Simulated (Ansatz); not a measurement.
C$_{2}$H$_{4}$ClInSi, SMILES `C#[C][In]([SiH3])[Cl]`, relaxed with RKS PBE0-D4/def2-TZVP in Ansatz 0.2.0 from a GFN2-xTB geometry. The force threshold is 0.005 eV/Å; the program also tests the step.

Total charge 0; spin multiplicity 1. In takes the def2 core potential.

Start:

```xyz
9

C    -2.867   -1.651   -0.401
C    -1.967   -0.883   -0.161
In   -0.384    0.534    0.311
Si    2.189    0.484   -0.077
Cl   -1.328    2.383    1.372
H    -3.653   -2.324   -0.614
H     2.715    1.812    0.280
H     2.490    0.189   -1.486
H     2.804   -0.545    0.777
```

```csv
step,energy (eV),largest force (eV/Å),largest move (Å)
1,-27704.1876,1.112,0.000
2,-27704.2522,0.268,0.110
3,-27704.2670,0.055,0.045
4,-27704.2678,0.035,0.022
5,-27704.2688,0.036,0.052
6,-27704.2691,0.047,0.011
7,-27704.2691,0.004,0.009
8,-27704.2691,0.012,0.011
9,-27704.2691,0.013,0.007
10,-27704.2692,0.009,0.003
11,-27704.2692,0.001,0.006
12,-27704.2692,0.047,0.056
13,-27704.2693,0.040,0.010
14,-27704.2693,0.023,0.019
15,-27704.2694,0.034,0.042
16,-27704.2695,0.035,0.025
17,-27704.2695,0.048,0.047
18,-27704.2696,0.052,0.029
19,-27704.2698,0.039,0.004
20,-27704.2699,0.004,0.011
21,-27704.2701,0.006,0.037
22 (rejected),-27704.2659,0.221,0.195
23 (rejected),-27704.2697,0.158,0.007
24,-27704.2701,0.004,0.003
```

End:

```xyz
9

C    -2.778   -1.601   -0.481
C    -1.928   -0.806   -0.156
In   -0.405    0.514    0.366
Si    2.103    0.480   -0.089
Cl   -1.225    2.314    1.619
H    -3.538   -2.296   -0.760
H     2.641    1.861   -0.025
H     2.374   -0.108   -1.426
H     2.755   -0.358    0.952
```

Hardware: 4 threads of an Arm Neoverse V1 on a shared host. Wall time 100 s, peak host memory 0.65 GiB.
